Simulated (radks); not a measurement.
Problem. Ionisation of the tin ion Sn+, [Kr] 4d10 5s2 5p1, to [Kr] 4d10 5s2 as the strength of local exchange is varied. Calculated with a radial shooting solver on a logarithmic mesh with Libxc functionals: scalar-relativistic Kohn-Sham, Slater X-alpha exchange (alpha = 2/3 is LDA exchange), no correlation, spin-polarised, spherical densities, point nucleus; open shells are filled with parallel spins first (spin-orbit coupling, left out, can overturn this in heavy ions).

alpha  E(Sn+) (hartree)  exchange (hartree)  IE (eV)  -e of the level emptied (eV)  <r> of it (bohr)
0.595       -6150.27320          -137.42859   12.795                    9.305 (5p)             2.995
0.693       -6173.00052          -160.63745   13.655                   10.141 (5p)             2.909
0.709       -6176.71883          -164.44200   13.798                   10.280 (5p)             2.896
0.881       -6216.82746          -205.61247   15.381                   11.835 (5p)             2.762
0.999       -6244.48848          -234.14433   16.513                   12.959 (5p)             2.680
x           -6166.96289          -154.46425   13.424                    9.916 (5p)             2.931

Which alpha was used in the last row?

Solution. alpha = 0.667. NIST Atomic Spectra Database: 14.633 eV (measured). The Delta-SCF value meets it near alpha = 0.80. Open shells are spherical and high-spin; term and fine-structure splittings are not resolved. Spin-orbit splitting is averaged out at the scalar-relativistic level.
